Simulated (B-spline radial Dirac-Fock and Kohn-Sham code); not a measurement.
# Ru⁴⁺ 4p3/2: cross section and angular parameters

System: Ru⁴⁺, configuration [Kr] 4d4; threshold 103.3 eV (orbital energy of the model). Model: Dirac-Hartree-Slater photoionisation with a Latter tail; cross sections with all multipoles, angular parameters from the dipole term and its interference with E2. Program: a radial finite-basis atomic code.

The run's input, task.json:

```json
{"items": [{
  "Z": 44,
  "q": 4,
  "cfg": [[1, 0, 2], [2, 0, 2], [2, 1, 6], [3, 0, 2], [3, 1, 6], [3, 2, 10], [4, 0, 2], [4, 1, 6], [4, 2, 4]],
  "A": 102,
  "rrms": 4.4809,
  "do": "xps",
  "hv": [60, 80, 109.0, 150, 180.0, 200, 243.0, 294.0, 365.0, 476.0, 1230.0, 1240.0, 1290.0, 1610.0, 1660.0, 2000, 2780.0, 2890.0, 2910.0, 4000, 4180.0, 5100.0, 5414.7, 8900.0, 9210.0, 11300.0, 11400.0, 12300.0, 14100.0, 15000]
}]}
```

Command: `python xray2_run.py task.json out`

For linearly polarised light dσ/dΩ = σ/(4π) [1 + β P₂(cos θ) + (δ + γ cos²θ) sin θ cos φ], with θ from the polarisation vector and φ the angle between the beam and the projection of the electron momentum on the plane normal to the polarisation.

```
hν (eV)  σ (kb)      β       γ      δ
    150     313  0.153  -0.069  0.033
    180     288  0.570   0.016  0.037
    200     269  0.766   0.079  0.033
    243     230  1.046   0.165  0.023
    294     192  1.241   0.195  0.014
    365     150  1.403   0.179  0.007
    476     106  1.541   0.116  0.002
   1230    22.2  1.698  -0.011  0.002
   1240    21.9  1.698  -0.010  0.002
   1290    20.3  1.697  -0.003  0.002
   1610    13.1  1.686   0.057  0.004
   1660    12.3  1.683   0.068  0.004
   2000    8.35  1.663   0.151  0.006
   2780    4.01  1.610   0.352  0.011
   2890    3.66  1.602   0.379  0.012
   2910       ?      ?       ?      ?
   4000    1.67  1.526   0.641  0.022
   4180    1.49  1.514   0.680  0.024
   5100   0.894  1.456   0.861  0.034
 5414.7   0.763  1.437   0.917  0.038
   8900   0.192  1.256   1.398  0.083
   9210   0.174  1.242   1.431  0.087
  11300  0.0954  1.155   1.623  0.115
  11400  0.0929  1.152   1.631  0.117
  12300  0.0739  1.118   1.700  0.129
  14100  0.0487  1.055   1.821  0.153
  15000  0.0403  1.026   1.874  0.165
```

**Question.** Give the values at 2910 eV.

**Answer.** σ = 3.60 kb, β = 1.601, γ = 0.385, δ = 0.012.

Values without a named source are computed, but for edge energies of neutral atoms, which are taken from tables.
